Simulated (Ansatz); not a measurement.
`[F][Mo]([F])([F])(=[S])[Cl]` and `[OH][Mo]([F])([F])([F])=[S]` differ in one atom or group.

Ansatz, PBE0-D4/def2-TZVP geometries, multiplicity 1. Each molecule was computed in one conformer, which needn't be the lowest.

Elements past krypton have def2 core potentials.

```
                                          property  `[F][Mo]([F])([F])(=[S])[Cl]`
              HOMO–LUMO gap (PBE0/def2-TZVPP) / eV                           4.68
             HOMO–LUMO gap (B3LYP/def2-TZVPP) / eV                           4.23
size of the dipole moment (ωB97M-V/def2-TZVPP) / D                           1.82
                LUMO energy (PBE0/def2-TZVPP) / eV                          -4.66
               HOMO energy (B3LYP/def2-TZVPP) / eV                          -9.08
               LUMO energy (B3LYP/def2-TZVPP) / eV                          -4.85
```

(1) Give the same properties after the change, and the shifts. (Estimate.)

## Answers

(1) Computed: 
```json
{"property": "HOMO–LUMO gap (PBE0/def2-TZVPP) / eV", "`[OH][Mo]([F])([F])([F])=[S]`": "5.18", "shift": "0.50"}
{"property": "HOMO–LUMO gap (B3LYP/def2-TZVPP) / eV", "`[OH][Mo]([F])([F])([F])=[S]`": "4.71", "shift": "0.48"}
{"property": "size of the dipole moment (ωB97M-V/def2-TZVPP) / D", "`[OH][Mo]([F])([F])([F])=[S]`": "2.20", "shift": "0.38"}
{"property": "LUMO energy (PBE0/def2-TZVPP) / eV", "`[OH][Mo]([F])([F])([F])=[S]`": "-3.86", "shift": "0.80"}
{"property": "HOMO energy (B3LYP/def2-TZVPP) / eV", "`[OH][Mo]([F])([F])([F])=[S]`": "-8.79", "shift": "0.29"}
{"property": "LUMO energy (B3LYP/def2-TZVPP) / eV", "`[OH][Mo]([F])([F])([F])=[S]`": "-4.08", "shift": "0.77"}
```

With PBE0 the HOMO rises by 0.30 eV and the LUMO rises by 0.80 eV, so the gap widens by about 0.50 eV. PBE moves the HOMO by 0.35 eV and ωB97M-V by 0.24 eV. The zero-point energy changes by 30.7 kJ/mol with +3 modes. Dipoles are sizes alone; their direction can turn.

B3LYP here is the variant with VWN-RPA as its local correlation; programs differ in this.
